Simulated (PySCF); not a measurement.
Geometries of 2 isomers of C3HN3S, from PySCF 2.14.0, PBE0-D3(BJ)/def2-SVP geometry optimisation, gas phase. One conformer each, no zero-point energy, no frequencies.

**Question.** Which isomer lies lower at this level?
A.
```xyz
8
angstrom
N      2.912   -0.388    0.042
C      1.755   -0.368   -0.009
C      0.328   -0.291   -0.065
C     -0.432    0.921    0.045
N     -1.724    0.726   -0.038
S     -1.971   -0.885   -0.241
N     -0.413   -1.372   -0.228
H     -0.018    1.922    0.182
```
B.
```xyz
8
angstrom
N      3.036   -0.143   -0.098
C      1.905    0.025    0.083
C      0.502    0.228    0.308
N     -0.392   -0.741   -0.039
C     -1.583   -0.320    0.266
S     -1.559    1.253    0.966
N      0.080    1.350    0.849
H     -2.498   -0.893    0.099
```

**Answer.** B. That is `N#Cc1ncsn1`, 4.6 kcal/mol below the other.

```tsv
SMILES	atoms numbered as above	E (Eh)	relative (kcal/mol)	relative (kJ/mol)	dipole (D)
N#Cc1ncsn1	[N:1]#[C:2][c:3]1[n:4][cH:5][s:6][n:7]1	-676.54166	0.0	0.0	5.34
N#Cc1cnsn1	[N:1]#[C:2][c:3]1[cH:4][n:5][s:6][n:7]1	-676.53431	4.6	19.3	2.86
```
